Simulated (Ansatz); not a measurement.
The same path of a periodic cell of 20 atoms, C₁₉O (surface graphene monolayer, adsorbate CO) was run twice with different band settings.

Method: DFT PBEsol, scalar-relativistic, plane waves, PAW in Ansatz. Settings: cutoff 420 eV, k mesh 2x2x1, gaussian smearing 0.02 eV, no spin polarisation.

Relaxed end points:

```xyz
20
Lattice="7.3980 0.0000 0.0000 -3.6990 6.4069 0.0000 0.0000 0.0000 13.0000" Properties=species:S:1:pos:R:3
C -0.043 0.004 0.855
C 1.205 0.725 0.855
C -1.271 2.155 0.855
C -0.042 2.865 0.855
C -2.494 4.280 0.855
C -1.271 4.985 0.855
C 2.427 0.019 0.854
C 3.657 0.729 0.855
C 1.205 2.144 0.855
C 2.427 2.850 0.855
C -0.042 4.276 0.855
C 1.205 4.996 0.855
C 4.904 0.008 0.855
C 6.126 0.714 0.855
C 3.657 2.140 0.855
C 4.904 2.860 0.855
C 2.427 4.291 0.855
C 3.656 5.000 0.855
C 3.243 -0.410 4.112
O 2.444 0.069 4.758
```

```xyz
20
Lattice="7.3980 0.0000 0.0000 -3.6990 6.4069 0.0000 0.0000 0.0000 13.0000" Properties=species:S:1:pos:R:3
C -0.028 0.008 0.855
C 1.194 0.714 0.855
C -1.275 2.140 0.855
C -0.028 2.860 0.855
C -2.505 4.291 0.855
C -1.276 5.000 0.855
C 2.423 0.004 0.855
C 3.671 0.725 0.855
C 1.195 2.155 0.855
C 2.424 2.865 0.855
C -0.028 4.280 0.855
C 1.195 4.985 0.855
C 4.893 0.019 0.854
C 6.123 0.729 0.855
C 3.671 2.144 0.855
C 4.893 2.850 0.855
C 2.424 4.276 0.855
C 3.671 4.996 0.855
C 5.709 -0.410 4.112
O 4.910 0.069 4.758
```

Common settings: climbing image yes; spring 5.0 eV/Å²; optimiser quadratic models (default); end points relaxed.

| run | movable images | start path | force threshold | iteration limit |
| --- | --- | --- | --- | --- |
| 1 | 5 | IDPP | 0.03 eV/Å | 16 |
| 2 | 3 | default | 0.4 eV/Å | 41 |

**Question.** What does each run give, and how far can it be trusted?

**Answer.** Run 1: converged after 4 iterations, highest image 0.006 eV above the first end. The top lies less than 8 meV above the higher end, about what the thresholds resolve: that end is a shoulder or a very shallow well. The order of the stationary point at the top wasn't checked.
Run 2: converged after 1 iterations, highest image 0.023 eV above the first end. The threshold of 0.4 eV/Å is loose, so the images may lie well off the minimum-energy path. The order of the stationary point at the top wasn't checked.
Limits of this set-up: slab without dipole correction, no dispersion correction for a molecule that may bind weakly.
